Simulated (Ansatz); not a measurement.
Frontier orbitals of `CC(C)[NH][Zr]([OH])([OH])[OH]`.

Total charge 0; spin multiplicity 1. Correlated methods include outer-core shells of Zr, which these sets cover unevenly. Zr: def2 effective core potential. Geometry: relaxed with PBE0-D4/def2-TZVP. It is one conformer, not always the lowest. Basis def2-TZVPP, Ansatz 0.2.0.

Orbital energies of one run (eV). Highest occupied ones, from the top: -5.27, -7.03, -7.19, -7.31, -7.46, -7.79, -7.90, -8.08, -8.30, -8.59, -8.93, -9.28, -10.36, -10.89. Empty: -0.92, -0.71, -0.21, -0.13, 0.07, 0.22.

(1) Which functional gave them?
A. LDA (SPW92)
B. CAM-B3LYP
C. r2SCAN0
D. PBE0

## Answers

(1) A. HOMO energies: LDA (SPW92) -5.27, r2SCAN0 -6.57, CAM-B3LYP -7.77, PBE0 -6.40 eV.
